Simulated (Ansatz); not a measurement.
Ansatz results at the PBE0-D4/def2-TZVP geometry: ideal-gas entropy at 298 K and 1 bar (rigid rotor, harmonic PBE0-D4/def2-TZVP) 296 J/(mol·K); size of the dipole moment (ωB97M-V/def2-TZVPP) 1.24 D; zero-point energy (PBE0-D4/def2-TZVP) 30.6 kJ/mol.

Q: Which molecule gave them?
A. `F[SiH]Br`•
B. `C#CO[C]=O`•
C. `CO[SiH]N`•
D. `B[N]C`•

A: A. The others give `B[N]C`•: 288, 2.11, 158.2; `C#CO[C]=O`•: 301, 1.15, 78.5; `CO[SiH]N`•: 344, 0.79, 199.2.
